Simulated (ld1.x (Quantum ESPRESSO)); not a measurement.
# iron (Fe): one change to a TM potential, before and after

| Property | Result |
| --- | --- |
| Element | Fe |
| Generator | ld1.x (Quantum ESPRESSO) 7.5 |
| Type | norm-conserving Troullier–Martins (Kleinman–Bylander form) |
| Functional | LDA (PZ) |
| Relativity | scalar-relativistic |
| Frozen core | [Ar] |
| Valence charge | 8 |
| Reference configuration | 3d6 4s2 4p0 |
| Partial waves | 4s (bound): rc 2.65 bohr; 4p (bound, empty): rc 3.40 bohr; 3d (bound): rc 0.95 bohr |
| Local potential | all-electron potential smoothed inside 0.75 bohr (lloc = -1) |
| Core correction | Bessel-smoothed model core inside 0.90 bohr |

Change: type PAW; waves now 4s (bound): rcut 2.30, rcutus 2.65 bohr; 4s channel at 4.05 Ry: rcut 2.30, rcutus 2.65 bohr; 4p (bound): rcut 2.95, rcutus 3.40 bohr; 4p channel at 0.35 Ry: rcut 2.95, rcutus 3.40 bohr; 3d (bound): rcut 0.85, rcutus 0.95 bohr; 3d channel at 0.65 Ry: rcut 0.85, rcutus 0.95 bohr; local potential all-electron potential smoothed inside 3.25 bohr (lloc = -1); augmentation BESSEL, radius 0.80 bohr.

Cutoffs: the cutoffs (Ry, on a coarse ladder) from which the occupation-weighted sum of valence levels, in a spherical-Bessel basis at the reference potential, stays within 10 and 1 mRy of its value at 400 Ry; they do not see the model core or the augmentation charge, which bear on the density cutoff. Errors are all-electron minus pseudo energies relative to the spin-unpolarised reference configuration.

Question: How do hardness, ghosts and transferability respond?

Answer: The potential gets softer (200 Ry and 260 Ry → 120 Ry and 200 Ry); the bound ghost in p, s disappears; the number of tests that count goes from 8 to 7 (the test run of the changed file stopped, so its transferability is not established); of the 6 tests that both files solve, the error grows in 1 and shrinks in 5 by more than 15 % and 0.3 meV (median size 30.6 → 7.4 meV); the range in which the s phases agree widens (upper end 0.8 → at the end of the scan); the range in which the d phases agree narrows (upper end at the end of the scan → 3.0). Several settings change at once here, so the effects cannot be laid on one of them.

```csv
quantity,base,changed
"cutoff, loose",200 Ry,120 Ry
"cutoff, tight",260 Ry,200 Ry
loose cutoff by channel (10 mRy a level),"s 6 Ry, d 180 Ry","s 6 Ry, d 100 Ry"
bound ghosts,"s, p",none
"tests counted (converged, no solver errors)",8 of 9,7 of 9 (the test run stopped)
"error for 3d6 4s1 4p0, meV [ΔE 8.98 eV]",-6.5,-1.2
"error for 3d6 4s0 4p0, meV [ΔE 25.47 eV]",-55,-14
"error for 3d5 4s0 4p0, meV [ΔE 60.00 eV]",-217,-295
"error for 3d6 4s1.5 4p0, meV [ΔE 3.60 eV]",-1.3,-0.4
"error for 3d7 4s1 4p0, meV [ΔE -0.83 eV]",-98,-74
"error for 3d6 4s1 4p1, meV [ΔE 4.18 eV]",-1.1,-0.5
s: phases at 3.71 bohr within 0.05 rad from the reference energy up to (Ry; the scan ends near 5),0.8,to the end of the scan
p: phases at 3.71 bohr within 0.05 rad from the reference energy up to (Ry; the scan ends near 5),1.5,1.9
d: phases at 3.71 bohr within 0.05 rad from the reference energy up to (Ry; the scan ends near 5),to the end of the scan,3.0
```

Base: Tests not counted: 3d5 4s2 4p1 (solver errors, printed error -403 eV). A true bound ghost makes a file unfit for plane-wave use even where its test errors are small: the radial tests pick states by their node count and pass the ghost by. Where a test does run into it, the solver fails or the error is huge.
